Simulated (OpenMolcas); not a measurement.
An atom or ion with 23 electrons was computed by XMS-CASPT2, IPEA 0.25 Eh, imaginary shift 0.1 Eh with spin-orbit coupling (OpenMolcas, ANO-RCC-VTZP, DKH2). The lowest levels that the run gave, each within 12 % of the measured value where one is at hand:

```
   J  Parity  E (cm⁻¹)      g
 5/2    even       0.0  2.002
 5/2    even     28230  0.571
 7/2    even     28250  0.984
 9/2    even     28280  1.172
11/2    even     28290  1.273
 5/2    even     31000  1.593
 3/2    even     31030  1.722
 1/2    even     31070  2.649
 7/2    even     33830  1.429
 1/2    even     33840  0.019
 3/2    even     33880  1.213
 5/2    even     33900  1.379
```

**Question.** Which ion is it, and what are the configurations and terms?

**Answer.** Mn2+ (Z = 25, charge +2; active space 5 electrons in 10 orbitals (3d 4d)). J, parity and g give the terms where levels are pure, and mixed ones are named by the computed weights; the size of the splittings, set against known spectra of the 23-electron sequence, gives the charge. In order, with the measured energies in cm⁻¹ (Corliss and Sugar, J. Phys. Chem. Ref. Data 6, 1253 (1977)): 3d⁵ ⁶S_5/2, 3d⁵ ⁴G_5/2, 3d⁵ ⁴G_7/2, 3d⁵ ⁴G_9/2, 3d⁵ ⁴G_11/2, 3d⁵ ⁴P_5/2 (29168), 3d⁵ ⁴P_3/2, 3d⁵ ⁴P_1/2, 3d⁵ ⁴D_7/2 (32307), 3d⁵ ⁴D_1/2 (32369), 3d⁵ ⁴D_3/2, 3d⁵ ⁴D_5/2 (32384).

Term energies are means over components that CASPT2 splits; among the terms shown or strongly mixed into the levels shown the widest spread is 360 cm-1 (3d⁵ ⁴G). Active for correlation alone: 4d; no level in the range computed is led by a configuration that fills it, so any true level of that kind is missing. Computed and measured levels are paired by configuration, term and J; levels that our copy of the source lacks, or whose pairing is in doubt (as where it misses far off the trend of its configuration), stay unpaired and out of the deviations. Only configurations of the active space appear.
